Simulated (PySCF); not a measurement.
## Where the electron goes

Compound: C4H7NSi.
Geometry (GFN2-xTB, Å), atoms numbered from 1 in this order:
```xyz
13
C4H7NSi angstrom
N     -0.152    2.269    1.792
C     -0.119    1.367    1.085
C     -0.044    0.259    0.209
Si     1.708   -0.138   -0.409
C     -1.234    0.044   -0.701
C     -1.030   -0.862    0.460
H      2.214    1.023   -1.140
H      2.541   -0.457    0.748
H      1.576   -1.296   -1.296
H     -2.039    0.764   -0.657
H     -1.040   -0.333   -1.694
H     -0.693   -1.872    0.277
H     -1.693   -0.769    1.308
```

Method used: PySCF 2.14.0, density-fitted response routines, TDDFT PBE0/def2-SVPD, vertical, gas phase, core orbitals frozen in the response.

Frontier orbitals with the atoms that hold most of them (Löwdin shares over 4%, at most four atoms; ? is withheld):

```tsv
orbital	ε (eV)	atoms
LUMO+2	0.65	Si4 34%, H7 10%, H8 10%, C6 8%
LUMO+1	0.48	Si4 34%, H9 15%, N1 15%, C2 12%
LUMO	0.04	?
HOMO	-8.57	?
HOMO-1	-8.65	N1 25%, C2 16%, C3 16%, C6 13%
HOMO-2	-9.94	N1 34%, Si4 14%, H9 12%, C2 12%
HOMO-3	-10.09	Si4 30%, H8 18%, H7 18%, N1 10%
```

(1) Which atoms hold the HOMO, and with what shares?

(2) Give the leading atoms of the LUMO.

(3) How does S1 compare with the orbital gap of 8.61 eV?

Answers

(1) N1 (bonded to C) 30%; C3 (bonded to 3 C and Si) 19%; C2 (bonded to C and N) 18%; C5 (bonded to 2 C and 2 H) 11%. By element: carbon 48% or more, nitrogen 30%.

(2) Si4 (bonded to C and 3 H) 33%; H9 (bonded to Si) 10%; C2 (bonded to C and N) 8%; H7 (bonded to Si) 8%. By element: silicon 33%, hydrogen 18% or more, carbon 8% or more.

(3) S1 is at 7.09 eV (f = 0.0018), 1.52 eV below the gap, made of HOMO→LUMO (54%), HOMO→LUMO+1 (26%). 

Next come S2 at 7.42 eV (f 0.032), HOMO-1→LUMO (52%), HOMO→LUMO+3 (22%), HOMO-1→LUMO+1 (10%); S3 at 7.58 eV (f 0.0092), HOMO-1→LUMO+3 (50%), HOMO→LUMO (23%), HOMO-1→LUMO+4 (13%); S4 at 7.69 eV (f 0.0008), HOMO→LUMO+1 (42%), HOMO→LUMO (20%), HOMO-1→LUMO+3 (19%); S5 at 7.74 eV (f 0.0057), HOMO-1→LUMO (40%), HOMO-1→LUMO+1 (37%), HOMO→LUMO+3 (10%).
